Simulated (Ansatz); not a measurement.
Basis-set series for C$_{4}$H$_{9}$NSeSi (`C=C([SiH3])CC(N)=[Se]`). The species carries charge 0 and has multiplicity 1. All single points use the PBE0-D4/def2-TZVP geometry. It is one conformer, not always the lowest.

```json
{"functional": "PBE0-D4", "basis": "def2-SVP", "functions": "165", "energy (Eh)": "-2902.42821", "HOMO (eV)": "-5.55", "LUMO (eV)": "-1.03"}
{"functional": "PBE0-D4", "basis": "def2-QZVPP", "functions": "714", "energy (Eh)": "-2903.12671", "HOMO (eV)": "-5.80", "LUMO (eV)": "-1.32"}
{"functional": "ωB97M-V", "basis": "def2-SVP", "functions": "165", "energy (Eh)": "-2902.81122", "HOMO (eV)": "-7.67", "LUMO (eV)": "1.09"}
{"functional": "ωB97M-V", "basis": "def2-QZVPP", "functions": "714", "energy (Eh)": "-2903.51786", "HOMO (eV)": "-7.95", "LUMO (eV)": "0.66"}
```

Give the rows for def2-TZVPP. (Estimate.)

Ansatz gave: 
```tsv
functional	basis	functions	energy (Eh)	HOMO (eV)	LUMO (eV)
PBE0-D4	def2-TZVPP	371	-2903.05498	-5.77	-1.26
ωB97M-V	def2-TZVPP	371	-2903.44914	-7.91	0.78
```

Positive LUMOs are unbound and depend on the basis. Scalar relativity is left out up to krypton.
